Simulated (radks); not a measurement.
The table gives one normalised radial function P(r) = r R(r) of Tb11+ in [Kr] 4d10 4f6 5s2 (r in bohr). Method: scalar-relativistic Kohn-Sham, exchange-only LDA, spin-polarised, spherical densities, point nucleus; open shells are filled with parallel spins first (spin-orbit coupling, left out, can overturn this in heavy ions); computed with a radial shooting solver on a logarithmic mesh with Libxc functionals.

| r | P |
|---|---|
| 0.0008839 | 0.0482 |
| 0.00116 | 0.0600 |
| 0.001523 | 0.0742 |
| 0.001983 | 0.0905 |
| 0.002603 | 0.1098 |
| 0.003417 | 0.1311 |
| 0.004485 | 0.1533 |
| 0.005886 | 0.1739 |
| 0.007665 | 0.1887 |
| 0.01006 | 0.1927 |
| 0.01321 | 0.1772 |
| 0.01733 | 0.1333 |
| 0.02275 | 0.0538 |
| 0.02963 | -0.0560 |
| 0.03889 | -0.1848 |
| 0.05104 | -0.2860 |
| 0.067 | -0.2946 |
| 0.08794 | -0.1539 |
| 0.1145 | 0.1121 |
| 0.1503 | 0.3818 |
| 0.1973 | 0.4148 |
| 0.259 | 0.0749 |
| 0.3399 | -0.4403 |
| 0.4461 | -0.6406 |
| 0.5809 | -0.2287 |
| 0.7625 | 0.5629 |
| 1.001 | 1.0971 |
| 1.314 | 1.0068 |
| 1.724 | 0.5342 |
| 2.245 | 0.1643 |
| 2.947 | 0.0242 |
| 3.869 | 0.0015 |

Which n and l does it have? It may be an empty orbital.

Answer. n = 5, l = 0: the number of nodes gives n - l - 1 = 4, the rise at small r (about r^(l+1), flatter next to the nucleus through relativity) gives l, and the extent must fit the shell. The curve is that of 5s down; the table hardly tells the two spins apart. 5s down: eigenvalue -211.41 eV, 4 radial nodes at r = 0.0261, 0.103, 0.270, 0.631 bohr, <r> = 1.16 bohr, 90 % of the charge inside 1.62 bohr.
